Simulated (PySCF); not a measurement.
Molfile (atoms numbered from 1):
```
C6H10O2
     RDKit          3D

 18 17  0  0  0  0  0  0  0  0999 V2000
   -3.0178   -0.5365   -0.6347 C   0  0  0  0  0  0  0  0  0  0  0  0
   -1.8329    0.0445    0.1324 C   0  0  0  0  0  0  0  0  0  0  0  0
   -0.9292    0.8209   -0.7593 C   0  0  0  0  0  0  0  0  0  0  0  0
    0.4025    0.8665   -0.7046 C   0  0  0  0  0  0  0  0  0  0  0  0
    1.2408    0.1335    0.2536 C   0  0  0  0  0  0  0  0  0  0  0  0
    0.8749   -0.5401    1.1877 O   0  0  0  0  0  0  0  0  0  0  0  0
    2.5429    0.3065   -0.0486 O   0  0  0  0  0  0  0  0  0  0  0  0
    3.4706   -0.3497    0.7986 C   0  0  0  0  0  0  0  0  0  0  0  0
   -3.6740   -1.0780    0.0417 H   0  0  0  0  0  0  0  0  0  0  0  0
   -3.5931    0.2527   -1.1149 H   0  0  0  0  0  0  0  0  0  0  0  0
   -2.6726   -1.2262   -1.4013 H   0  0  0  0  0  0  0  0  0  0  0  0
   -1.2748   -0.7432    0.6371 H   0  0  0  0  0  0  0  0  0  0  0  0
   -2.2061    0.7247    0.9049 H   0  0  0  0  0  0  0  0  0  0  0  0
   -1.4298    1.4024   -1.5256 H   0  0  0  0  0  0  0  0  0  0  0  0
    0.9656    1.4624   -1.4079 H   0  0  0  0  0  0  0  0  0  0  0  0
    3.2492   -1.4179    0.8512 H   0  0  0  0  0  0  0  0  0  0  0  0
    3.4224    0.0658    1.8077 H   0  0  0  0  0  0  0  0  0  0  0  0
    4.4526   -0.1819    0.3637 H   0  0  0  0  0  0  0  0  0  0  0  0
  1  2  1  0
  2  3  1  0
  3  4  2  0
  4  5  1  0
  5  6  2  0
  5  7  1  0
  7  8  1  0
  1  9  1  0
  1 10  1  0
  1 11  1  0
  2 12  1  0
  2 13  1  0
  3 14  1  0
  4 15  1  0
  8 16  1  0
  8 17  1  0
  8 18  1  0
M  END
```

Geometry: GFN2-xTB; GIAO absolute shieldings from PySCF 2.14.0 with density-fitted response routines, gas phase, non-relativistic, averaged over equivalent atoms.

At OPBE/6-31G* (132 basis functions, 36 s wall time on 1 thread of an Intel Xeon Platinum 8488C, shared host):
| atoms | σ (ppm) |
| --- | --- |
| C5 | 45.1 |
| C3 | 51.6 |
| C4 | 84.7 |
| C8 | 145.2 |
| C2 | 170.4 |
| C1 | 180.1 |
| O6 | -33.3 |
| O7 | 148.3 |
| H14 | 25.80 |
| H15 | 26.60 |
| H16/H17/H18 | 28.67 |
| H12/H13 | 29.12 |
| H9/H10/H11 | 31.35 |

Question: Estimate the result of repeating the calculation with B97-D/pcSseg-1.

Answer: 
```tsv
atoms	σ at B97-D/pcSseg-1	change
C5	14.6	-30.5
C3	23.1	-28.5
C4	61.6	-23.1
C8	128.0	-17.2
C2	153.1	-17.3
C1	164.7	-15.4
O6	-74.0	-40.7
O7	122.7	-25.6
H14	25.37	-0.43
H15	25.98	-0.62
H16/H17/H18	27.93	-0.74
H12/H13	28.51	-0.61
H9/H10/H11	30.75	-0.60
```

The largest change is at O6 (ester carbonyl oxygen). Cost: 186 basis functions, 36 s wall time on 1 thread of an Intel Xeon Platinum 8488C, shared host. The order of the carbon signals is the same at both levels.
